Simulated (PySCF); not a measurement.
Nb(NH)(F)(Cl)2 (Cl2FHNNb), SMILES [NH]=[Nb]([F])([Cl])[Cl], multiplicity 1.

The structure is a stationary point at B3LYP-D3(BJ)/def2-SVP. The spin state was assumed, not searched. The structure was generated by enumeration; whether it is a known compound was not checked. The def2 effective core potentials stand for the cores of Nb; spin–orbit coupling is left out.

Two levels are set side by side: PBE/def2-TZVP (PySCF) and PBE0/def2-TZVP (PySCF). Same geometry, gas phase. Differences are taken from unrounded values.

```csv
quantity,PBE0
orbital gap (eV),6.08
highest occupied level (eV),-8.81
lowest empty level (eV),-2.73
dipole moment (D),1.59
mean polarisability (bohr³),70.0
```

Q: What does PBE give, and how far is it from PBE0? (Estimate from the structure and the level; the computed values follow.)

A: 
```csv
quantity,PBE,PBE minus PBE0
orbital gap (eV),3.98,-2.10
highest occupied level (eV),-7.44,1.37
lowest empty level (eV),-3.46,-0.73
dipole moment (D),1.48,-0.11
mean polarisability (bohr³),72.8,2.9
```

PBE's occupied levels lie high since its potential decays too fast outside the molecule; exact exchange lowers them and widens the gap. PBE's more diffuse valence density responds more strongly to a field. Differences between two approximate levels are no errors against the true value.

Rough cost on one machine, each run with all the roots and properties that it gave: PBE0 against PBE within a factor of 2.
